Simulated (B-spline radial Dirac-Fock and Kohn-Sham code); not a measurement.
**How the levels of phosphorus move as electrons are removed**

Calculated with a radial finite-basis atomic code, using relaxed Dirac-Fock hole states (ΔSCF) with Breit and QED corrections and a finite nucleus. Each ion is free and in its tabulated ground configuration. The model has no electron correlation.

Reference: P, [Ne] 3s2 3p3, with K (1s) 2152.7 eV, L1 (2s) 197.9 eV, L3 (2p3/2) 138.2 eV. Shifts from it, in eV (a dash: the subshell is empty, belongs to an open shell averaged over j, or its hole state is left out as unreliable):

```
ion  configuration  K (1s)  L1 (2s)  L3 (2p3/2)
 P⁺   [Ne] 3s2 3p2   +12.6    +12.2       +12.1
P²⁺   [Ne] 3s2 3p1   +27.6    +26.4       +26.3
P³⁺       [Ne] 3s2   +44.8    +42.4       +42.3
P⁴⁺       [Ne] 3s1       –        –       +60.7
P⁵⁺   [He] 2s2 2p6       ?        ?           ?
P⁶⁺   [He] 2s2 2p5  +145.9   +120.4           –
```

Problem. Give the missing shifts for P⁵⁺.

Solution. K (1s) +85.8, L1 (2s) +79.7, L3 (2p3/2) +80.6 (eV).
